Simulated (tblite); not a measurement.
Species: C2H10NP2Si2 (doublet state).
Z-matrix (Å and degrees, GFN2-xTB geometry), rows numbered from 1:
```
C 
N   1  1.4417
C   2  1.4418  1  113.10
Si  2  1.7142  1  119.40  3   148.58
P   4  2.2553  2  111.27  1    50.45
Si  5  2.2798  4   78.71  2   125.97
P   4  2.2552  2  111.24  1   162.93
H   1  1.0956  2  111.70  3   -61.51
H   1  1.0924  2  109.62  3    58.82
H   1  1.0886  2  109.24  3   178.32
H   3  1.0925  2  109.64  1   -58.82
H   3  1.0885  2  109.22  1  -178.33
H   3  1.0956  2  111.68  1    61.55
H   4  1.4751  2  118.25  1   -73.33
H   5  1.3839  4   95.15  2    31.50
H   6  1.4813  5  103.11  4    98.73
H   7  1.3839  4   95.21  2   -31.52
```

All values are computed: GFN2-xTB (tblite) harmonic vibrations without scaling, gas phase. The method is semi-empirical: single wavenumbers can be off by several per cent or more. Modes of hydrogen on phosphorus and silicon can be 10 to 20 % off. One conformer, not necessarily the lowest. Open shells enter through the occupations alone, without spin polarisation, and single modes of such species can be off by tens of per cent.

Harmonic wavenumbers (cm⁻¹): 59.9, 67.7, 100.6, 131.3, 176.0, 220.1, 228.8, 275.7, 279.5, 361.5, 401.4, 413.5, 445.7, 461.4, 476.6, 533.7, 584.8, 615.8, 667.5, 688.2, 699.9, 716.9, 755.1, 1029.4, 1053.2, 1085.8, 1125.1, 1204.2, 1294.9, 1413.3, 1422.7, 1472.3, 1480.5, 1494.7, 1504.3, 2097.4, 2141.4, 2301.5, 2313.1, 2912.3, 2913.1, 2965.2, 2967.9, 3012.0, 3012.7.

A = 1845, B = 976.9, C = 688.5 MHz; mass 165.983 u (most abundant isotopes); point group Cs, symmetry number 1; spin multiplicity 2.

Q: What is the zero-point energy?

A: Half the sum of the wavenumbers: 25789 cm⁻¹ = 73.73 kcal/mol.

Q: Give the ideal-gas entropy at 500 K and 1 bar in the rigid-rotor, harmonic-oscillator model (classical rotation).

A: Translation 43.82, rotation 31.48, vibration 54.65, spin (R ln 2) 1.38: S = 131.3 cal/(mol K).

Q: And Cp and H(500 K) − H(0)?

A: Cp = 57.06 cal/(mol K), of which vibrations give 49.11 (their classical limit is 45 R = 89.4); H(500 K) − H(0) = 17.88 kcal/mol without the zero-point energy, 13.91 from vibrations.

Q: How do the functions run with temperature in this model?

A: 
| T (K) | S (cal/(mol K)) | Cp (cal/(mol K)) | H − H(0) (kcal/mol) | G − H(0) (kcal/mol) | ln q(vib) |
| --- | --- | --- | --- | --- | --- |
| 50 | 61.3 | 13.4 | 0.50 | -2.57 | 0.44 |
| 100 | 72.6 | 20.2 | 1.34 | -5.93 | 1.67 |
| 298.15 | 105.6 | 42.6 | 7.73 | -23.77 | 7.60 |
| 373.15 | 115.9 | 48.7 | 11.15 | -32.08 | 9.85 |
| 750 | 156.9 | 68.9 | 33.73 | -83.92 | 20.10 |
| 1000 | 177.8 | 76.7 | 51.99 | -125.84 | 25.96 |

q(vib) and H(0) count from the zero-point level.

Q: Blend soft modes into free rotors: weight 1/[1 + (100 cm⁻¹/ν̃)⁴] for the oscillator and the rest for a rotor with moment μB/(μ + B), μ = h/(8π²ν), B = 10⁻⁴⁴ kg m². What vibrational entropy results?

A: 51.17 cal/(mol K) in place of 54.65, which changes −T·S at 500 K by +1.74 kcal/mol.

Q: What must be added to the electronic energy to get the Gibbs energy at 500 K and 1 bar?

A: ZPE + [H(500 K) − H(0)] − T·S = 73.73 + 17.88 − 65.66 = 25.95 kcal/mol.

Hindered rotation and anharmonicity are outside this model. Other conformers, if any are populated, would add a mixing term that is left out.
